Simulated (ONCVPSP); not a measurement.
# What one change does to a pseudopotential (chlorine (Cl), ONCV)

* Element: chlorine
* Generator: ONCVPSP 4.0.1
* Type: optimised norm-conserving Vanderbilt (ONCV)
* Functional: PBE
* Relativity: scalar-relativistic
* Frozen core: [Ne]
* Valence charge: 7
* Reference configuration: 3s2 3p5
* Partial waves: 3s: rc 1.40 bohr, ncon 5, nbas 9, qcut 4.1 1/bohr, 1 projector; 3p: rc 1.10 bohr, ncon 4, nbas 7, qcut 8.2 1/bohr, 2 projectors, debl 3.6 Ha; d scattering state at 0.27 Ha: rc 1.10 bohr, ncon 5, nbas 9, qcut 7.3 1/bohr, local
* Local potential: the d channel
* Core correction: Teter function, fcfact 3, rcfact 1.8

All-electron outer shells of the reference configuration (PBE, scalar-relativistic, ld1.x):

| shell | level (eV) | outermost node (bohr) | outermost maximum (bohr) |
| --- | --- | --- | --- |
| 2s | -252.70 | 0.12 | 0.36 |
| 2p | -191.63 | – | 0.30 |
| 3s | -20.69 | 0.55 | 1.29 |
| 3p | -8.59 | 0.53 | 1.43 |

Change: s: qcut 6; p: qcut 12; d: qcut 10.7.

Cutoffs: the cutoffs (Ha) at which the residual kinetic energy of the hardest occupied pseudo-wave falls to 1 and 0.1 mHa per electron; they do not see the model core or the augmentation charge, which bear on the density cutoff. Errors are all-electron minus pseudo energies relative to the spin-unpolarised reference configuration.

How do hardness, ghosts and transferability respond?

The potential gets softer (86 Ha and 110 Ha → 50 Ha and 61 Ha); a bound ghost appears in p, s, which as a rule spoils a file; of the 4 tests that both files solve, the error grows in 4 and shrinks in 0 by more than 15 % and 0.3 meV (median size 3.7 → 47.1 meV); the range in which the s phases agree narrows (upper end 1.6 → -0.1).

```tsv
quantity	base	changed
cutoff, loose	86 Ha	50 Ha
cutoff, tight	110 Ha	61 Ha
loose cutoff by channel	s 86 Ha, p 31 Ha	s 16 Ha, p 50 Ha
bound ghosts	none	p, s
GHOST(+) flags under 300 eV	none	none
error for 3s2 3p4, meV [ΔE 13.88 eV]	+0.9	+2.5
error for 3s2 3p3, meV [ΔE 39.32 eV]	+5.7	+19
error for 3s2 3p2, meV [ΔE 77.63 eV]	+11	+75
error for 3s2 3p1, meV [ΔE 129.87 eV]	+1.8	+227
s: phases at 1.42 bohr within 0.05 rad from the reference energy up to (Ha; the scan ends near 5)	1.6	-0.1
p: phases at 1.12 bohr within 0.05 rad from the reference energy up to (Ha; the scan ends near 5)	to the end of the scan	to the end of the scan
d: phases at 1.12 bohr within 0.05 rad from the reference energy up to (Ha; the scan ends near 5)	to the end of the scan	to the end of the scan
rms error of d²Exc/dni dnj with the model core, mHa	3.18	3.03
```

 A true bound ghost makes a file unfit for plane-wave use even where its test errors are small: the radial tests pick states by their node count and pass the ghost by.
